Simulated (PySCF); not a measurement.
## SMILES COC(=O)CC#CC=O, C6H6O3

Cartesian coordinates in Å; atom numbers follow the order of the lines, from 1:
```xyz
15

C    -2.635    0.089    0.365
O    -1.485    0.163   -0.469
C    -0.847   -0.973   -0.725
O    -1.179   -2.057   -0.335
C     0.392   -0.708   -1.580
C     1.362    0.007   -0.788
C     2.160    0.590   -0.097
C     3.103    1.295    0.708
O     2.845    2.209    1.445
H    -2.491   -0.665    1.140
H    -3.511   -0.173   -0.232
H    -2.760    1.075    0.805
H     0.801   -1.661   -1.921
H     0.106   -0.091   -2.434
H     4.136    0.909    0.589
```

Method: PySCF 2.14.0, GIAO BHandHLYP/pcSseg-1 magnetisability, rotational g tensor and spin-rotation constants, non-relativistic, gas phase. Geometry: GFN2-xTB.

(1) Give the nuclear spin-rotation constants along the inertial axes (H = +C I·J) beside the isotropic shieldings.

Answers

(1) Rotational constants 3.0370, 0.7618, 0.6602 GHz. A star marks the isotopologue with that one atom substituted, in its own axes.
```csv
atom,isotope,Caa (kHz),Cbb (kHz),Ccc (kHz),mean (kHz),σ (ppm)
H10,1H,-0.319,-0.073,0.035,-0.119,27.3
H11,1H,0.071,-0.076,-0.058,-0.021,28.3
H12,1H,-0.263,0.015,-0.061,-0.103,28.0
H13,1H,-0.332,0.020,-0.065,-0.126,28.6
H14,1H,-0.318,-0.089,0.026,-0.127,28.5
H15,1H,-0.036,0.011,-0.046,-0.024,22.7
C1,13C*,0.559,0.137,0.142,0.279,132.9
O2,17O*,-0.684,-0.120,-0.132,-0.312,159.1
C3,13C*,0.999,0.389,0.198,0.528,10.4
O4,17O*,-0.974,-0.404,-0.271,-0.550,-117.7
C5,13C*,0.508,0.108,0.107,0.241,157.4
C6,13C*,0.464,0.241,0.217,0.307,87.2
C7,13C*,0.220,0.244,0.227,0.231,100.5
C8,13C*,1.601,0.302,0.158,0.687,4.6
O9,17O*,-2.337,-0.881,-0.033,-1.084,-413.3
```
For the geometry as given, no vibrational averaging.
